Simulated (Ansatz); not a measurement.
The cluster Be2Te2, relaxed as a triplet with UKS PBE0-D4/def2-TZVP in Ansatz, starting from the PBE0-D4/def2-TZVP geometry of the neutral singlet. Force threshold 0.02 eV/Å.

In the def2 sets Te takes a core potential; there is no spin–orbit coupling. At PBE0-D4/def2-TZVP a singlet of charge 0 lies 1.80 eV below the triplet, each at its own geometry. The structure comes from a short search, and lower isomers may exist.

Start:

Cartesian coordinates in Å:
```
Be 0.5845 -0.0882 0.8601
Be -0.5845 0.0882 -0.8601
Te -1.4128 -1.1536 0.8419
Te 1.4128 1.1536 -0.8419
```

```json
{"step": "1", "energy (eV)": "-15389.6199", "largest force component (eV/Å)": "0.807", "SCF passes": "19"}
{"step": "2", "energy (eV)": "-15389.7207", "largest force component (eV/Å)": "0.347", "SCF passes": "22"}
{"step": "3", "energy (eV)": "-15389.7371", "largest force component (eV/Å)": "0.155", "SCF passes": "21"}
{"step": "4", "energy (eV)": "-15389.7402", "largest force component (eV/Å)": "0.002", "SCF passes": "22"}
```

Force components are those of the run's own axes.

End:

```xyz
4

Be    0.657   -0.099    0.966
Be   -0.657    0.099   -0.966
Te   -1.372   -1.121    0.818
Te    1.372    1.121   -0.818
```

By distances, no bond broke or formed. The bond that changes most is Be1–Te4, from 2.26 to 2.28 Å (atoms count from 1).

No frequencies were taken in this run, so the end may be a saddle point.

It took 8 s on 4 threads of Arm Neoverse V1 on a shared host.
